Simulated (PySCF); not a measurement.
## Molecular orbitals of GeH

UHF at R = 1.602 Å; PySCF, no relativity, basis sets Ge def2-TZVPPD, H def2-TZVPPD. State: ²Π (doublet), unpaired electrons π ↑. Only the outer orbitals are listed, counted within each symmetry.

```csv
spin,orbital,occ.,ε (eV),on Ge (%),main shells (%)
α,1δ,1,-44.67,100,100 Ge d
α,1δ,1,-44.62,100,100 Ge d
α,3π,1,-44.51,100,100 Ge d
α,6σ,1,-44.36,100,100 Ge d
α,3π,1,-44.32,100,100 Ge d
α,7σ,1,-17.88,79,"76 Ge s, 20 H s"
α,8σ,1,-10.34,68,"46 Ge p, 32 H s, 19 Ge s"
α,4π,1,-7.81,100,100 Ge p
α,4π,0,0.04,96,96 Ge p
β,1δ,1,-44.64,100,100 Ge d
β,3π,1,-44.53,100,100 Ge d
β,1δ,1,-44.52,100,100 Ge d
β,6σ,1,-44.27,100,100 Ge d
β,3π,1,-44.23,100,100 Ge d
β,7σ,1,-16.34,68,"63 Ge s, 31 H s"
β,8σ,1,-9.83,73,"43 Ge p, 29 Ge s, 27 H s"
β,4π,0,0.42,95,95 Ge p
β,4π,0,1.63,90,"90 Ge p, 10 H p"
```

Task: Which are the highest filled and the lowest empty level, where do they sit, and how wide is the gap?

Result: Highest filled α 4π at -7.81 eV (in %: 100 Ge p); lowest empty α 4π at 0.04 eV (in %: 96 Ge p); the gap at UHF is 7.85 eV. Both belong to one degenerate shell, split only by its one-sided filling, so this is no excitation gap. An empty level above zero is unbound, and its energy depends on the basis.

* bond order (Mayer): 0.94
* ⟨S²⟩: 0.765
* charge on Ge (Mulliken, basis-dependent): 0.12
* charge on Ge (Löwdin, basis-dependent): 0.44
* dipole moment (positive dipole means Ge(−)H(+)): -0.01 D
* polarisability along the bond: 42.1 bohr³
* polarisability across the bond: 36.9 bohr³

Spin–orbit coupling is left out. The state is the lowest determinant that a PBE0 search found; another state may lie lower at other levels.
